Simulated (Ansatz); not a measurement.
## Counterpoise correction, worked out

The pair of Ag⁺ (SMILES [Ag+], atom 1) and NH3 (SMILES N, atoms 2–5), both closed shells, in one local arrangement (a lower one may exist), relaxed at PBE0-D4/def2-TZVP:

Ag1  (0.026, 0.067, -1.970)
N2  (-0.003, -0.007, 0.211)
H3  (-0.942, -0.157, 0.570)
H4  (0.578, -0.760, 0.569)
H5  (0.341, 0.857, 0.621)
(Å)

Computed with Ansatz 0.2.0 (basis: def2-TZVPPD); correlated methods freeze the cores. Filled d shells of the heavier atoms are correlated. Core potentials replace the inner electrons of the atoms past krypton.

MP2 total energies in eV:

| system | geometry | basis functions | energy |
| --- | --- | --- | --- |
| pair | pair | all | -5524.73316 |
| Ag⁺ | as in the pair | all (partner as ghosts) | -3986.46862 |
| NH3 | as in the pair | all (partner as ghosts) | -1536.32595 |
| Ag⁺ | as in the pair | its own | -3986.39973 |
| NH3 | as in the pair | its own | -1536.31033 |
| Ag⁺ | free (PBE0-D4 minimum) | its own | -3986.39973 |
| NH3 | free (PBE0-D4 minimum) | its own | -1536.31235 |

Problem. Work out the interaction energy with and without the counterpoise correction, the superposition error, and the binding energy from the relaxed fragments.

Solution. Without correction: -5524.73316 − (-3986.39973) − (-1536.31033) = -2.02310 eV.
With correction (each fragment in the whole basis): -5524.73316 − (-3986.46862) − (-1536.32595) = -1.93859 eV = -44.70 kcal/mol.
The superposition error is the difference, 0.08451 eV, 4 % of the uncorrected value: each fragment borrows its partner's functions.
Deformation from the free shapes: 0.00000 eV for Ag⁺ and 0.00202 eV for NH3.
Binding energy from relaxed fragments: -1.93859 + 0.00000 + 0.00202 = -1.93657 eV = -44.66 kcal/mol (electronic, without zero-point energy; negative means bound). For comparison, the corrected interaction energy by CCSD(T) at an estimated basis limit (MP2 extrapolated from triple and quadruple zeta, plus CCSD(T) − MP2 in triple zeta) is -2.005 eV.

No T1 diagnostic of these runs exceeds 0.015.

For scale, one of the runs: CCSD(T)/def2-TZVPPD, 144 basis functions, launched by `ansatz run in.yaml --threads 2 --pin off --events-out ev --progress --plain --max-ram 5222MiB`. The run took 10 s on 2 CPU threads of an Arm Neoverse V1 (shared host), with 0.75 GiB of host memory at its peak.
